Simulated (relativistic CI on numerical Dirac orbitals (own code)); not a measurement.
# Line list: Forbidden lines, Mn XII

These numbers are calculated, not measured: Dirac-Coulomb-Breit CI, separate exchange-only KLI orbitals for each configuration, a model potential for QED, unscaled Slater integrals (own radial code, finite nucleus).

CI space (outside the closed core [Ne]): 3s2.3p2, 3s.3p3, 3s2.3p.3d, 3p4, 3s.3p2.3d, 3p3.3d, 3s.3p.3d2, 3s2.3p.4s, 3s2.3d.4p, 3s2.3p.4p, 3p3.4s, 3p3.4p, 3s.3p.3d.4s, 3s2.3p.4d, 3s.3p2.4s, 3s2.3p.4f, 3s.3p2.4p, 3p2.3d.4p, 3s.3p2.4d, 3s2.3p.5s, 3s.3p2.4f, 3s2.3p.5p, 3s2.4s.4p, 3s2.3p.5d, 3s2.3p.5f, 3s2.3p.5g, 3s.3p.4s2, 3s.3p2.5s, 3s2.3p.6s, 3s2.3d2, 3s.3d3, 3p2.3d2, 3p.3d3, 3p.3d2.4s, 3p.3d2.4p, 3p.3d2.4d, 3s2.3d.4s, 3s.3d2.4s, 3s.3p.3d.4p, 3s.3d2.4p, 3s.3d.4s.4p, 3s.3d.4p2, 3s.3d.4p.4d, 3p2.3d.4s, 3p.3d.4s2, 3p.3d.4s.4p, 3p.3d.4s.4d, 3s2.4s2, 3s.3d.4s2, 3s2.4p2. Double excitations out of closed p, d and f shells are left out; levels of such configurations are missing from the list, as are those of other unlisted configurations, and high levels can miss mixing partners. These lack a partner that the ground configuration has and come out too high: 3s.3p2.4d, 3s.3p2.4f, 3s.3p2.5s, 3s2.3p.4f, 3s2.3p.5s.

| λ vac (nm) | Lower | Upper | Type | A (s⁻¹) | E lower (cm⁻¹) | E upper (cm⁻¹) |
| --- | --- | --- | --- | --- | --- | --- |
| 26.892 | 3s2.3p2 1D_2 [4] | 3s2.3p.3d 3F°_4 [18] | M2 | 3.09e+01 | 43735 | 415598 |
| 44.686 | 3s.3p3 5S°_2 [6] | 3s2.3p.3d 3F°_4 [18] | E2 | 3.33e+00 | 191813 | 415598 |
| 66.034 | 3s.3p3 3D°_2 [8] | 3s2.3p.3d 3F°_4 [18] | E2 | 8.88e+00 | 264160 | 415598 |
| 66.912 | 3s.3p3 3D°_3 [9] | 3s2.3p.3d 3F°_4 [18] | E2 | 4.91e+00 | 266148 | 415598 |
| 66.912 | 3s.3p3 3D°_3 [9] | 3s2.3p.3d 3F°_4 [18] | M1 | 5.71e+00 | 266148 | 415598 |
| 90.625 | 3s.3p3 3P°_2 [12] | 3s2.3p.3d 3F°_4 [18] | E2 | 2.09e+01 | 305252 | 415598 |
| 125.90 | 3s2.3p2 3P_1 [2] | 3s2.3p2 1S_0 [5] | M1 | 6.92e+02 | 7062 | 86493 |
| 272.68 | 3s2.3p2 3P_1 [2] | 3s2.3p2 1D_2 [4] | M1 | 3.97e+01 | 7062 | 43735 |
| 347.34 | 3s2.3p2 3P_2 [3] | 3s2.3p2 1D_2 [4] | M1 | 5.44e+01 | 14945 | 43735 |
| 1264.0 | 3s2.3p.3d 3F°_3 [16] | 3s2.3p.3d 3F°_4 [18] | M1 | 9.96e+00 | 407686 | 415598 |
| 1268.6 | 3s2.3p2 3P_1 [2] | 3s2.3p2 3P_2 [3] | M1 | 6.21e+00 | 7062 | 14945 |
| 1416.0 | 3s2.3p2 3P_0 [1] | 3s2.3p2 3P_1 [2] | M1 | 6.16e+00 | 0 | 7062 |

Terms are leading LS components. Brackets give the number of a level in order of energy, since labels repeat. The list gives strong lines, with weight on those to low levels, among the lowest 400 of 2710 levels, so that lines to higher ones, which can be the strongest, are missing. Levels whose partners in the same complex of configurations lie outside the list can be far off, and so can their lines. Rates are taken at the computed energies, electric ones in the length gauge.

At this charge energies of transitions that change n are usually good to better than 1 %, and those within a shell (Δn = 0) to a few per cent.

Q: From the table, what is the radiative lifetime of 3s2.3p.3d 3F°_4?

A: The listed rates from this level add up to about 8.46e+01 s⁻¹, 98 % of its decay; with all channels τ = 1.15e-02 s.

LS names give the leading component of a level, which can be under half, so a name can repeat, a term be missing and a line seem to break the LS rules.
